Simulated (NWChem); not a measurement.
[GeH3][Cd][I] (CdGeH$_{3}$I), optimised at PBE0/def2-SVP with NWChem:

- highest occupied level (eV) = -7.34
- orbital gap (eV) = 6.01
- dipole (D) = 2.29

For one or both, no frequency run checked for a minimum. def2 effective core potentials on Cd, I; no spin-orbit coupling.

Q: One Cd atom is replaced by Zn, giving [GeH3][Zn][I] (ZnGeH₃I), optimised at the same level. How do these values move?

A: 
```json
[
 {"quantity": "highest occupied level (eV)", "new value": "-7.47", "change": "-0.13"},
 {"quantity": "orbital gap (eV)", "new value": "6.55", "change": "+0.54"},
 {"quantity": "dipole (D)", "new value": "1.74", "change": "-0.55"}
]
```
